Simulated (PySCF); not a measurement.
dichloro(disilanyl)silane (Cl2H6Si3), SMILES [SiH3][SiH2][SiH](Cl)Cl.

Geometry: B3LYP-D3(BJ)/def2-SVP. One conformer was computed; it need not be the lowest.

Two levels are set side by side: PBE/def2-TZVP (PySCF) and M06-2X/def2-TZVP (PySCF). Same geometry, gas phase. Differences are taken from unrounded values.

| quantity | M06-2X |
|---|---|
| orbital gap (eV) | 9.14 |
| highest occupied level (eV) | -9.10 |
| lowest empty level (eV) | 0.05 |
| dipole moment (D) | 1.76 |
| mean polarisability (bohr³) | 107.1 |

Task: What does PBE give, and how far is it from M06-2X? (The exact figures need the calculation; the answer reports its results.)

Result: 
| quantity | PBE | PBE minus M06-2X |
|---|---|---|
| orbital gap (eV) | 5.37 | -3.77 |
| highest occupied level (eV) | -6.96 | 2.14 |
| lowest empty level (eV) | -1.59 | -1.64 |
| dipole moment (D) | 1.45 | -0.32 |
| mean polarisability (bohr³) | 112.0 | 4.9 |

PBE's occupied levels lie high since its potential decays too fast outside the molecule; exact exchange lowers them and widens the gap. Loosely held outer electrons make PBE densities more polarisable. Differences between two approximate levels are no errors against the true value.

Rough cost on one machine, each run with all the roots and properties that it gave: M06-2X against PBE about 3 times.
